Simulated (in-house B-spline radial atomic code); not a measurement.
Values are calculated unless marked as measured or tabulated.
# Stopping and range of 1 keV Te in InSb

The pair potential comes from two frozen, spherical free-atom densities (PBE, B-spline radial code, scalar-relativistic past argon): electrostatics plus the change in Thomas-Fermi kinetic and Dirac exchange energy where they overlap, the recipe behind the universal ZBL potential, which averages such potentials (from solid-state densities) over many pairs. It is written V = (Z1 Z2 e²/r) φ(r/a), with e² = 14.3996 eV·Å and a = 0.46850 Å/(Z1^0.23 + Z2^0.23); ZBL's fit is φ = 0.18175 e^(−3.1998x) + 0.50986 e^(−0.94229x) + 0.28022 e^(−0.4029x) + 0.02817 e^(−0.20162x). Where φ falls below 4e-4 it is continued as an exponential.

The target is taken as amorphous, with density 5.77 g/cm³ (NSM archive of the Ioffe Institute); channelling is ignored. Masses: Te 127.6, In 114.82, Sb 121.76 u. Nuclear stopping is S_n = 4π a Z1 Z2 e² M1/(M1 + M2) × s_n(ε), with s_n integrated over impact parameters for each pair. Electronic stopping is Lindhard and Scharff's S_e = Z1^(1/6) 8π e² a0 Z1 Z2/(Z1^(2/3) + Z2^(2/3))^(3/2) × v/v0, with a0 = 0.529177 Å and v = v0 at 24.801 keV/u; it misses the oscillations with Z1 seen in experiment, which reach tens of per cent. Compounds add by atom fraction.

```
target atom    a (Å)  ε at this energy  s_n, this pair  s_n, ZBL potential
         In  0.09505          0.001227         0.06342             0.06195
         Sb  0.09462           0.00121         0.06333             0.06149
```

**Question.** What are the atom density and the stopping powers at entry?

**Answer.** N = 5.77 × 0.602214/118.29 = 0.02938 atoms/Å³. For In: S_n = 23070 × 0.06342 = 1463 eV·Å², S_e = 3.7107 × √1000 = 117.3 eV·Å². For Sb: S_n = 23230 × 0.06333 = 1472 eV·Å², S_e = 3.7867 × √1000 = 119.7 eV·Å². Averaged over the target's atoms (half each) and times N × 10 Å/nm, the ion loses N S_n = 431 eV/nm to recoils and N S_e = 34.8 eV/nm to electrons; the nuclear share is 93 %.

Along the track:

| E (keV) | N S_n (eV/nm) | N S_e (eV/nm) |
| --- | --- | --- |
| 0.05 | 75.6 | 7.79 |
| 0.15 | 148 | 13.5 |
| 0.3 | 222 | 19.1 |
| 0.5 | 297 | 24.6 |
| 0.75 | 370 | 30.2 |
| 1 | 431 | 34.8 |

**Question.** Estimate the path length and the projected range.

**Answer.** With continuous slowing down the path is the integral of dE/(N (S_n + S_e)). Trapezoids over the table give 3.69 nm, and the stretch below the first row, with stopping taken as √E, adds 2E/(N S) = 1.2 nm: 4.89 nm in all, against 4.46 nm on a fine grid from 5 eV, a cut that itself drops some per cent of so short a path. Deflections shorten the depth: to first order in the energy passed on, N (S_n + S_e) dR_p/dE = 1 − N S_n (M2/M1) R_p/(2E), summed over the target's atoms, and integrating this on the fine grid gives R_p = 2.45 nm, 0.55 of the path. Lindhard's rule of thumb R/(1 + M2/3M1), with mean M2/M1 = 0.93, gives 3.41 nm. On the ZBL potential the same equation gives 2.53 nm, and the full integral equation, which keeps hard collisions, 2.48 nm.
